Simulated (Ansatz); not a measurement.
Mulliken charges of `B/C=C/O` from ωB97M-V/def2-TZVPP in Ansatz (PBE0-D4/def2-TZVP geometry).

```tsv
atom	x (Å)	y (Å)	z (Å)	charge (e)
B1	-0.283	0.909	-1.315	-0.206
C2	0.540	0.034	-0.400	-0.200
C3	-0.035	-0.432	0.724	0.139
O4	0.600	-1.212	1.604	-0.229
H5	0.160	1.360	-2.331	0.058
H6	-1.418	1.161	-1.013	0.038
H7	1.573	-0.248	-0.586	0.101
H8	-1.068	-0.182	0.964	0.103
H9	0.018	-1.436	2.335	0.195
```

Problem. By hand: the dipole of these point charges (1 e Å = 4.8032 D).

Solution. Σ q r = (-0.184, -0.177, 0.406) e Å, of length 0.480 e Å = 2.31 D.

Problem. How does the dipole of the full density compare? (Best estimate.)

Solution. Ansatz gave: (-0.210, -0.267, 0.569) e Å, 3.18 D; the point charges give 0.73 times that, at 4° from its direction.

Point charges leave out the atoms' own dipoles, such as those of lone pairs, and Mulliken's split depends on the basis, so the two needn't agree.
